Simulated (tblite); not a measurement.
Compound: C3H8BN.
Bonds: B1–N2, N2–C3, C3–C4, C4–C5 (double). Hydrogens: H6, H7 on B1; H8 on N2; H9, H10 on C3; H11 on C4; H12, H13 on C5.

Computed with GFN2-xTB (tblite), gas phase: L-BFGS steps from a force-field or distance-geometry start until the largest atomic force falls under 0.01 eV/Å.

Step 47: E = -398.5816 eV
```
atom  x, y, z in Å  |  force x, y, z in eV/Å
B1      1.7493    0.1828    0.6912   -0.058   0.034  -0.123
N2      0.8935   -0.7613    0.1610   -0.057   0.002   0.064
C3      0.0131   -0.5577   -0.9671    0.061  -0.019  -0.021
C4     -1.2062    0.2535   -0.6209    0.000   0.004  -0.027
C5     -1.5025    0.6692    0.5946   -0.009   0.072  -0.033
H6      2.2794   -0.0563    1.7036    0.113  -0.008   0.051
H7      1.9012    1.1938    0.1120    0.056  -0.080   0.044
H8      0.6694   -1.5949    0.6824    0.021  -0.055  -0.019
H9      0.5660   -0.0268   -1.7491   -0.006   0.031  -0.019
H10    -0.3087   -1.5207   -1.3885    0.060   0.035   0.048
H11    -1.8270    0.4957   -1.4726   -0.073  -0.012   0.036
H12    -2.3654    1.2743    0.8006   -0.109   0.013  -0.016
H13    -0.8665    0.4490    1.4351   -0.001  -0.017   0.016
```

Step 48: E = -398.5840 eV
```
atom  x, y, z in Å  |  force x, y, z in eV/Å
B1      1.7535    0.1832    0.6888    0.001  -0.023  -0.059
N2      0.8904   -0.7575    0.1652   -0.057  -0.012   0.054
C3      0.0134   -0.5536   -0.9642    0.042   0.001  -0.018
C4     -1.2118    0.2493   -0.6192    0.021  -0.010  -0.042
C5     -1.5091    0.6666    0.5952    0.006   0.083  -0.041
H6      2.2814   -0.0594    1.7047    0.087   0.019   0.003
H7      1.9268    1.1855    0.1000    0.025  -0.089   0.057
H8      0.6599   -1.5928    0.6827    0.043  -0.007   0.002
H9      0.5635   -0.0119   -1.7402    0.008   0.021  -0.035
H10    -0.3009   -1.5158   -1.3905    0.054   0.012   0.022
H11    -1.8303    0.4827   -1.4749   -0.094   0.010   0.049
H12    -2.3697    1.2742    0.7994   -0.140   0.011  -0.008
H13    -0.8716    0.4501    1.4353    0.003  -0.016   0.018
```

**Question.** Estimate the geometry and energy of step 49. (The exact step hangs on the optimiser's Hessian estimate; all steps are aligned on step 48, rigid shifts and turns removed.)

**Answer.** E = -398.5866 eV, largest force 0.137 eV/Å
```
atom  x, y, z in Å  |  force x, y, z in eV/Å
B1      1.7547    0.1817    0.6889    0.079  -0.066  -0.005
N2      0.8877   -0.7556    0.1689   -0.051  -0.030   0.045
C3      0.0143   -0.5501   -0.9614    0.007   0.022  -0.011
C4     -1.2158    0.2462   -0.6176    0.015  -0.017  -0.040
C5     -1.5153    0.6678    0.5949    0.009   0.083  -0.043
H6      2.2911   -0.0602    1.7012    0.062   0.008   0.005
H7      1.9433    1.1761    0.0961   -0.003  -0.035   0.027
H8      0.6573   -1.5969    0.6774    0.055   0.026   0.029
H9      0.5594    0.0017   -1.7337    0.028   0.000  -0.036
H10    -0.2917   -1.5128   -1.3885    0.032  -0.010  -0.024
H11    -1.8343    0.4710   -1.4758   -0.096   0.030   0.058
H12    -2.3751    1.2789    0.7940   -0.137  -0.010  -0.003
H13    -0.8801    0.4527    1.4379    0.000  -0.001  -0.001
```

The energy changes by -0.0025 eV. The first-order estimate −F·Δx gives -0.0037 eV and the mean of the old and new forces, exact on a quadratic surface, -0.0026 eV. The step makes an angle of 69° with the force vector and moves no atom by more than 0.019 Å.

The cost below is that of the whole relaxation. The run took 0.22 s of wall time on one thread, Intel Xeon 6975P-C (x86_64), on a shared host.
